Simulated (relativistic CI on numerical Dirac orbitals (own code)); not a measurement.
**Ligand-field terms of d8**

Computed with a parametric ligand-field model of a d^n configuration (Racah B and C, spin-orbit zeta, crystal field), exact diagonalisation.

Field parameters in Wybourne normalisation: Oh B⁴₀ = 21Dq, B⁴₄ = √(5/14) B⁴₀. The field is a parameter set, without covalency.

Problem. Lowest levels for B = 760, C = 3130, ζ = 70 cm⁻¹, Oh, 10Dq = 15400 cm⁻¹?

Solution. T2 0 (S 1.00), E 12120 (S 0.00), T1 15383 (S 1.00), E 15384 (S 1.00), T2 15418 (S 1.00), A2 15436 (S 1.00), A1 21329 (S 0.01), A1 22521 (S 1.00), T1 22531 (S 1.00) cm⁻¹, with S from ⟨S²⟩ = S(S + 1). The ground level has 2.00 electrons in the cubic e pair.

Problem. Lowest levels for B = 550, C = 2690, ζ = 720 cm⁻¹, Oh, 10Dq = 32100 cm⁻¹?

Solution. T2 0 (S 1.00), E 9706 (S 0.00), A1 18298 (S 0.01), E 31896 (S 1.00), T1 31913 (S 1.00), T2 32292 (S 1.00), A2 32504 (S 1.00), T2 38241 (S 0.99), E 38327 (S 1.00) cm⁻¹, with S from ⟨S²⟩ = S(S + 1). The ground level has 2.00 electrons in the cubic e pair.

Problem. Lowest levels for B = 860, C = 4060, ζ = 80 cm⁻¹, Oh, 10Dq = 35900 cm⁻¹?

Solution. T2 0 (S 1.00), E 14878 (S 0.00), A1 27497 (S 0.00), E 35880 (S 1.00), T1 35880 (S 1.00), T2 35920 (S 1.00), A2 35940 (S 1.00), T2 45300 (S 1.00), E 45301 (S 1.00) cm⁻¹, with S from ⟨S²⟩ = S(S + 1). The ground level has 2.00 electrons in the cubic e pair.

Problem. Lowest levels for B = 610, C = 2200, ζ = 440 cm⁻¹, Oh, 10Dq = 39450 cm⁻¹?

Solution. T2 0 (S 1.00), E 9220 (S 0.00), A1 17713 (S 0.00), E 39331 (S 1.00), T1 39337 (S 1.00), T2 39563 (S 1.00), A2 39684 (S 1.00), T2 46317 (S 0.99), E 46354 (S 1.00) cm⁻¹, with S from ⟨S²⟩ = S(S + 1). The ground level has 2.00 electrons in the cubic e pair.

Problem. Lowest levels for B = 860, C = 3900, ζ = 650 cm⁻¹, Oh, 10Dq = 34250 cm⁻¹?

Solution. T2 0 (S 1.00), E 14531 (S 0.00), A1 26864 (S 0.01), E 34084 (S 1.00), T1 34089 (S 1.00), T2 34429 (S 1.00), A2 34608 (S 1.00), T2 43599 (S 1.00), E 43649 (S 1.00) cm⁻¹, with S from ⟨S²⟩ = S(S + 1). The ground level has 2.00 electrons in the cubic e pair.
